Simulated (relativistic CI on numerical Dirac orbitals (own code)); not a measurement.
Method of calculation: Dirac-Coulomb-Breit CI, KLI orbitals optimised for each configuration, a model potential for QED, unscaled Slater integrals (own radial code, finite nucleus).

The strongest absorption lines from the ground level of an ion, among the configurations computed and to levels below about 977 eV (vacuum wavelength in Å, gf): 13.988 (0.11), 46.448 (2), 47.910 (0.65), 53.148 (1.2), 57.672 (0.074), 58.924 (0.26), 61.524 (0.66), 62.934 (0.24).

(1) Which ion is it?
A. Te XXXIV
B. In XXXI
C. Te XXXII
D. Te XXXVI

Results:

(1) A. Te XXXIV has 19 electrons and the ground level 3s²3p⁶3d ²D3/2; the strongest line goes to 3s²3p⁵3d² ²D°3/2. The pattern of lines fixes the number of electrons, and along that sequence the line energies rise steadily with the charge (about as its square where n changes within one kind of shell, about linearly where n is kept but much faster in heavy ions where fine structure, which grows about as Z⁴, sets the gap, and irregularly where shells cross), which fixes Z. Configurations outside the model, such as inner-shell arrays, can give stronger lines. At this charge energies of transitions that change n are usually good to better than 1 %, and those within a shell (Δn = 0) to a few per cent.

LS names give the leading component of a level, which can be under half, so a name can repeat, a term be missing and a line seem to break the LS rules.
